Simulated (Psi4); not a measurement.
Level of theory: Psi4 1.11 with SAPT0/jun-cc-pVDZ, frozen core.

Psi4 input:

```
molecule {
0 1
H 0.37192003 0.00000000 0.00000000
H -0.37192003 -0.00000000 -0.00000000
--
0 1
C -3.46272532 1.33727170 1.45035390
Cl -2.39582970 2.26386143 0.34442536
H -4.17406536 0.77810453 0.85019843
H -2.84500892 0.66343145 2.03620363
H -3.97869739 2.04084274 2.09658457
units angstrom
symmetry c1
no_reorient
no_com
}
set basis jun-cc-pvdz
set scf_type df
set freeze_core true
energy('sapt0')
```

Part of the output:

```
    SAPT Results
  --------------------------------------------------------------------------------------------------------
    Electrostatics                 -0.50849230 [mEh]      -0.31908374 [kcal/mol]      -1.33504636 [kJ/mol]
      Elst10,r                     -0.50849230 [mEh]      -0.31908374 [kcal/mol]      -1.33504636 [kJ/mol]

    Exchange                        1.73621522 [mEh]       1.08949150 [kcal/mol]       4.55843243 [kJ/mol]
      Exch10                        1.73621522 [mEh]       1.08949150 [kcal/mol]       4.55843243 [kJ/mol]
      Exch10(S^2)                   1.73291053 [mEh]       1.08741777 [kcal/mol]       4.54975596 [kJ/mol]

    Induction                      -0.20513521 [mEh]      -0.12872429 [kcal/mol]      -0.53858242 [kJ/mol]
      Ind20,r                      -0.32410701 [mEh]      -0.20338022 [kcal/mol]      -0.85094284 [kJ/mol]
      Exch-Ind20,r                  0.26092616 [mEh]       0.16373364 [kcal/mol]       0.68506154 [kJ/mol]
      delta HF,r (2)               -0.14195436 [mEh]      -0.08907770 [kcal/mol]      -0.37270111 [kJ/mol]

    Dispersion                     -0.56640810 [mEh]      -0.35542645 [kcal/mol]      -1.48710426 [kJ/mol]
      Disp20                       -0.62758268 [mEh]      -0.39381408 [kcal/mol]      -1.64771810 [kJ/mol]
      Exch-Disp20                   0.06117458 [mEh]       0.03838763 [kcal/mol]       0.16061384 [kJ/mol]
      Disp20 (SS)                  -0.31379134 [mEh]      -0.19690704 [kcal/mol]      -0.82385905 [kJ/mol]
      Disp20 (OS)                  -0.31379134 [mEh]      -0.19690704 [kcal/mol]      -0.82385905 [kJ/mol]
      Exch-Disp20 (SS)              0.02789165 [mEh]       0.01750227 [kcal/mol]       0.07322951 [kJ/mol]
      Exch-Disp20 (OS)              0.03328293 [mEh]       0.02088535 [kcal/mol]       0.08738432 [kJ/mol]

  Total HF                          1.02258771 [mEh]       0.64168347 [kcal/mol]       2.68480365 [kJ/mol]
  Total SAPT0                       0.45617961 [mEh]       0.28625702 [kcal/mol]       1.19769939 [kJ/mol]
```
